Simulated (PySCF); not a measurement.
# Predicted spectroscopic data

[PySCF: NMR shieldings at PBE0/pcSseg-1/GIAO; geometry: GFN2-xTB; a single conformation; averaged over atoms made equivalent by symmetry, fast rotation or ring inversion; non-relativistic; gas phase]

Shifts are taken against calculated references (same method and geometry level): 1H (σref 31.72), 13C (σref 186.93) against TMS. Where no couplings were computed, multiplicities follow the n + 1 count of equivalent neighbours, and m marks all less simple cases (inequivalent or close neighbours, rings, F or P nearby). Shifts are as computed. Against solution values, carbons near 30 ppm lie about +3 ppm off and those near 130 ppm about +5 ppm; carbons on Cl a further +6 ppm. Of 1211 compounds with measured shifts, 218 miss one by over three times the rms of a fit or turn the order of signals round; such compounds aren't used in these exercises. Carbons bonded to Cl come out too deshielded. OH and NH positions are gas-phase values without hydrogen bonding to other molecules.

**1.** `O([SiH](O)O)[SiH2]CCl`, CH7ClO3Si2. 1H NMR (500 MHz, computed): δ 4.97 (t, 2H), 4.56 (s, 1H), 3.31 (t, 2H), 2.14 (br s, 2H). 13C{1H} NMR (computed): δ 31.3.

**2.** SMILES C1CC1[C@H]1C[C@@H]2O[C@@H]2C1, C8H12O. 1H NMR (500 MHz, computed): δ 3.04 (m, 2H), 2.21 (m, 2H), 1.20 (m, 2H), 0.82 (m, 1H), 0.44 (m, 2H), 0.20 (m, 1H), 0.04 (m, 2H). 13C{1H} NMR (computed): δ 53.9 (CH), 42.6 (CH), 38.0 (CH2), 18.0 (CH), 6.1 (CH2).
